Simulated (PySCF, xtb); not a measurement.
C₃H₇NSi₂, SMILES C=C1N=C[SiH2][SiH2]1.

GFN2-xTB in xtb at its own geometry gives an orbital gap of 1.80 eV and a dipole moment of 1.81 D.

Coordinates come from a r2SCAN-D4/def2-SVP optimisation. This is a generated structure with no PubChem entry under its InChIKey; it may be hypothetical.

Task: What does M06-2X/def2-TZVP (PySCF) give? (The exact figures need the calculation; the answer reports its results.)

Result: gap 7.30 eV (levels -7.99 and -0.69 eV), dipole 1.24 D.
